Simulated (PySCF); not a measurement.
# C₆ coefficients of unlike pairs at UHF

Calculated with PySCF 2.14 from the dipole response of each species, C₆(A,B) = (3/π) ∫ α_A(iu) α_B(iu) du, in atomic units, from isotropic polarisabilities. For ions this is the dispersion term alone; charge-induced terms of lower order in 1/R come first.

| species | configuration | basis | relativity | α (bohr³) | C₆ (like pair) |
| --- | --- | --- | --- | --- | --- |
| B | [He] 2s2 2p1 (2P) | aug-cc-pVDZ (4s3p2d) | none | 21.76 | 104.9 |
| Zn | [Ar] 3d10 4s2 (1S) | aug-cc-pwCVTZ-DK (10s9p7d4f3g) | spin-free X2C | 50.77 | 399.5 |
| Ti | [Ar] 3d2 4s2 (3F) | aug-cc-pVDZ-DK (7s6p4d2f) | spin-free X2C | 139.9 | 1657 |
| Sn⁻ | [Kr] 4d10 5s2 5p3 (4S) | aug-cc-pVTZ-PP with one added diffuse shell each of d, f type with ECP28MDF (6s5p5d3f) | core potential | 176.8 | 3039 |

Question: Estimate C₆ for Sn⁻ with Ti.

Answer: The integral gives 2240. The combination rule 2 C_A C_B / (C_A α_B/α_A + C_B α_A/α_B) gives 2238 and the geometric mean 2244.

No spin-orbit coupling is included.

The other pairs:

```json
{"pair": "Ti, Zn", "C₆": "791.2"}
{"pair": "Ti, B", "C₆": "385.2"}
{"pair": "Sn⁻, Zn", "C₆": "1082"}
{"pair": "Zn, B", "C₆": "201.5"}
{"pair": "Sn⁻, B", "C₆": "532.2"}
```
